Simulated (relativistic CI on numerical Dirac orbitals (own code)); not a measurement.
Calculated at this level of theory: Dirac-Coulomb-Breit CI, KLI orbitals optimised for each configuration, a model potential for QED, unscaled Slater integrals (own radial code, finite nucleus).

The strongest absorption lines from the ground level of an ion, among the configurations computed and to levels below about 5840 eV (vacuum wavelength in Å, gf): 2.3851 (0.53), 2.4425 (0.48), 2.4472 (0.74), 2.4491 (1.9), 2.4495 (2.9), 2.4599 (0.71), 2.6068 (4.2), 2.6135 (1.4).

**Question.** Which ion is it?
A. Sm54+
B. Xe46+
C. Xe44+
D. Ce50+

**Answer.** B. Xe46+ has 8 electrons and the ground level 2s2.2p4 3P_2; the strongest line goes to 2s2.2p3.3d 3D°_3. The pattern of lines fixes the number of electrons, and along that sequence the line energies rise steadily with the charge (about as its square where n changes within one kind of shell, about linearly where n is kept but much faster in heavy ions where fine structure, which grows about as Z⁴, sets the gap, and irregularly where shells cross), which fixes Z. Configurations outside the model, such as inner-shell arrays, can give stronger lines. At this charge energies of transitions that change n are usually good to better than 1 %, and those within a shell (Δn = 0) to a few per cent.

LS names give the leading component of a level, which can be under half, so a name can repeat, a term be missing and a line seem to break the LS rules.
